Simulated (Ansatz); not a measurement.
Molecule (SMILES): O=[SiH] (O-SiH), doublet.
Atoms: Si1, O2, H3. Bonds: Si1-O2, Si1-H3.

Basis-set convergence of the highest harmonic wavenumber at HF with Ansatz (a first-principles code). Each level at its own minimum, finite differences of forces, unscaled; the reference is a large set that could be run, not a limit. Cartesian d functions, on some or all atoms, in 6-31+G*, 6-311+G**; all else is spherical. The program fits the integrals of some runs and decomposes those of others, by size. Open shells are unrestricted. No added dispersion term, no relativity. Reference: the value in pcseg-3, 2082 cm⁻¹, itself unsure by roughly 4 cm⁻¹ (its mean distance from def2-QZVPP, cc-pV(Q+d)Z, aug-pcseg-2). Deviations are taken from unrounded values.

```csv
basis,functions,highest harmonic wavenumber (cm⁻¹),minus reference (cm⁻¹)
pcseg-0,24,1914,-168
pcseg-1,37,2129,47
6-31+G*,44,2128,46
6-311+G**,59,2081,-1
aug-cc-pV(D+d)Z,64,2071,-11
"6-311++G(2d,2p)",72,2078,-4
pcseg-2,78,2080,-2
jun-cc-pV(T+d)Z,101,2079,-3
"6-311++G(3df,3pd)",104,2089,6
aug-cc-pV(T+d)Z,124,2079,-3
pcseg-3,157,2082,0
```

The smallest set listed that lies within 20 cm⁻¹ of the reference with all its larger relatives (same family, alike in diffuse functions; a set with none counts only in the reference's own line) is 6-311+G** (59 functions, -1 cm⁻¹ off).
